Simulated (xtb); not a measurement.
xtb input for HgBr, SMILES [Br][Hg] (connectivity only; charge and spin as stated), neutral, multiplicity 2, GFN2-xTB. 

```
$ xtb mol.xyz --gfn 2 --sp --chrg 0 --uhf 1 --json
$ cat mol.xyz
2

Hg     0.00000000     0.00000000    -0.91682944
Br     0.00000000     0.00000000     2.09561015
```

It prints:

```
[banner left out]
          |                Calculation Setup                |
           -------------------------------------------------



           -------------------------------------------------
          |                 G F N 2 - x T B                 |
           -------------------------------------------------

        Reference                      10.1021/acs.jctc.8b01176
      * Hamiltonian:
        H0-scaling (s, p, d)           1.850000    2.230000    2.230000
        zeta-weighting                 0.500000
      * Dispersion:
        s8                             2.700000
        a1                             0.520000
        a2                             5.000000
        s9                             5.000000
      * Repulsion:
        kExp                           1.500000    1.000000
        rExp                           1.000000
      * Coulomb:
        alpha                          2.000000
        third order                    shell-resolved
        anisotropic                    true
        a3                             3.000000
        a5                             4.000000
        cn-shift                       1.200000
        cn-exp                         4.000000
        max-rad                        5.000000


          ...................................................
          :                      SETUP                      :
          :.................................................:
          :  # basis functions                  14          :
          :  # atomic orbitals                  13          :
          :  # shells                            5          :
          :  # electrons                         9          :
          :  max. iterations                   250          :
          :  Hamiltonian                  GFN2-xTB          :
          :  restarted?                      false          :
          :  GBSA solvation                  false          :
          :  PC potential                    false          :
          :  electronic temp.          300.0000000     K    :
          :  accuracy                    1.0000000          :
          :  -> integral cutoff          0.2500000E+02      :
          :  -> integral neglect         0.1000000E-07      :
          :  -> SCF convergence          0.1000000E-05 Eh   :
          :  -> wf. convergence          0.1000000E-03 e    :
          :  Broyden damping             0.4000000          :
          :  net charge                          0          :
          :  unpaired electrons                  1          :
          ...................................................

 iter      E             dE          RMSdq      gap      omega  full diag
   1     -4.8829157 -0.488292E+01  0.154E+01    6.48       0.0  T
   2     -4.9072388 -0.243230E-01  0.756E+00    8.01       1.0  T
   3     -4.9061445  0.109431E-02  0.440E+00    8.03       1.0  T
   4     -4.9076968 -0.155237E-02  0.234E+00    8.11       1.0  T
   5     -4.8741217  0.335751E-01  0.166E+01    7.72       1.0  T
   6     -4.9073868 -0.332651E-01  0.521E+00    8.00       1.0  T
   7     -4.9070266  0.360236E-03  0.175E+00    8.15       1.0  T
   8     -4.9077633 -0.736754E-03  0.198E+00    8.09       1.0  T
   9     -4.9078207 -0.573852E-04  0.403E-01    8.12       1.0  T
  10     -4.9079660 -0.145291E-03  0.124E-01    8.09       1.0  T
  11     -4.9079689 -0.286602E-05  0.645E-02    8.09       1.1  T
  12     -4.9079691 -0.256520E-06  0.405E-02    8.09       1.7  T
  13     -4.9079692 -0.361826E-07  0.265E-02    8.09       2.7  T
  14     -4.9079692 -0.281261E-07  0.920E-03    8.09       7.7  T
  15     -4.9079692 -0.384823E-08  0.734E-05    8.09     963.5  T
  16     -4.9079692 -0.459188E-12  0.159E-05    8.09    4458.0  T

   *** convergence criteria satisfied after 16 iterations ***

         #    Occupation            Energy/Eh            Energy/eV
      -------------------------------------------------------------
         1        2.0000           -0.8426414             -22.9294
         2        2.0000           -0.4957773             -13.4908
         3        1.9542           -0.4264848             -11.6052
         4        1.9542           -0.4264848             -11.6052
         5        1.0916           -0.4214209             -11.4674 (HOMO)
         6                         -0.1241618              -3.3786 (LUMO)
         7                         -0.1241618              -3.3786
         8                          0.0214325               0.5832
         9                          0.0295592               0.8043
        10                          0.0295592               0.8043
       ...                                ...                  ...
        13                          0.1360364               3.7017
      -------------------------------------------------------------
                  HL-Gap            0.2972591 Eh            8.0888 eV
             Fermi-level           -0.3481958 Eh           -9.4749 eV

 SCC (total)                   0 d,  0 h,  0 min,  0.004 sec
 SCC setup                      ...        0 min,  0.000 sec (  4.975%)
 Dispersion                     ...        0 min,  0.000 sec (  1.083%)
 classical contributions        ...        0 min,  0.000 sec (  1.006%)
 integral evaluation            ...        0 min,  0.001 sec ( 15.465%)
 iterations                     ...        0 min,  0.003 sec ( 60.717%)
 molecular gradient             ...        0 min,  0.001 sec ( 13.382%)
 printout                       ...        0 min,  0.000 sec (  2.823%)

         :::::::::::::::::::::::::::::::::::::::::::::::::::::
         ::                     SUMMARY                     ::
         :::::::::::::::::::::::::::::::::::::::::::::::::::::
         :: total energy              -4.907948711076 Eh    ::
         :: gradient norm              0.000148037334 Eh/a0 ::
         :: HOMO-LUMO gap              8.088833111118 eV    ::
         ::.................................................::
         :: SCC energy                -4.907969199626 Eh    ::
         :: -> isotropic ES            0.007140217870 Eh    ::
         :: -> anisotropic ES          0.000747486501 Eh    ::
         :: -> anisotropic XC          0.000641984738 Eh    ::
         :: -> dispersion             -0.001023857146 Eh    ::
         :: repulsion energy           0.000020488550 Eh    ::
         :: add. restraining           0.000000000000 Eh    ::
         :: total charge               0.000000000000 e     ::
         :::::::::::::::::::::::::::::::::::::::::::::::::::::

           -------------------------------------------------
          |                Property Printout                |
           -------------------------------------------------

    * Orbital Energies and Occupations

         #    Occupation            Energy/Eh            Energy/eV
      -------------------------------------------------------------
         1        2.0000           -0.8426414             -22.9294
         2        2.0000           -0.4957773             -13.4908
         3        1.9542           -0.4264848             -11.6052
         4        1.9542           -0.4264848             -11.6052
         5        1.0916           -0.4214209             -11.4674 (HOMO)
         6                         -0.1241618              -3.3786 (LUMO)
         7                         -0.1241618              -3.3786
         8                          0.0214325               0.5832
         9                          0.0295592               0.8043
        10                          0.0295592               0.8043
        11                          0.0381909               1.0392
        12                          0.0381909               1.0392
Note: The following floating-point exceptions are signalling: IEEE_DENORMAL
normal termination of xtb
        13                          0.1360364               3.7017
      -------------------------------------------------------------
                  HL-Gap            0.2972591 Eh            8.0888 eV
             Fermi-level           -0.3481958 Eh           -9.4749 eV

     #   Z          covCN         q      C6AA      α(0)
     1  80 Hg       0.683     0.139   350.613    36.410
     2  35 Br       0.683    -0.139   187.552    22.076

 Mol. C6AA /au·bohr⁶  :       1045.850470
 Mol. C8AA /au·bohr⁸  :      87500.197835
 Mol. α(0) /au        :         58.486245


Wiberg/Mayer (AO) data.
largest (>0.10) Wiberg bond orders for each atom

 ---------------------------------------------------------------------------
     #   Z sym  total        # sym  WBO       # sym  WBO       # sym  WBO
 ---------------------------------------------------------------------------
     1  80 Hg   0.573 --     2 Br   0.573
     2  35 Br   0.573 --     1 Hg   0.573
 ---------------------------------------------------------------------------

Topologies differ in total number of bonds
Writing topology from bond orders to xtbtopo.mol

molecular dipole:
                 x           y           z       tot (Debye)
 q only:        0.000       0.000      -0.790
   full:        0.000       0.000      -1.062       2.700
molecular quadrupole (traceless):
                xx          xy          yy          xz          yz          zz
 q only:        0.880       0.000       0.880       0.000       0.000      -1.759
  q+dip:        1.713       0.000       1.713      -0.000      -0.000      -3.426
   full:        1.985       0.000       1.985       0.000       0.000      -3.971


           -------------------------------------------------
          | TOTAL ENERGY               -4.907948711076 Eh   |
          | GRADIENT NORM               0.000148037334 Eh/α |
          | HOMO-LUMO GAP               8.088833111118 eV   |
           -------------------------------------------------

------------------------------------------------------------------------
------------------------------------------------------------------------
 total:
 SCF:
```

The run converged.
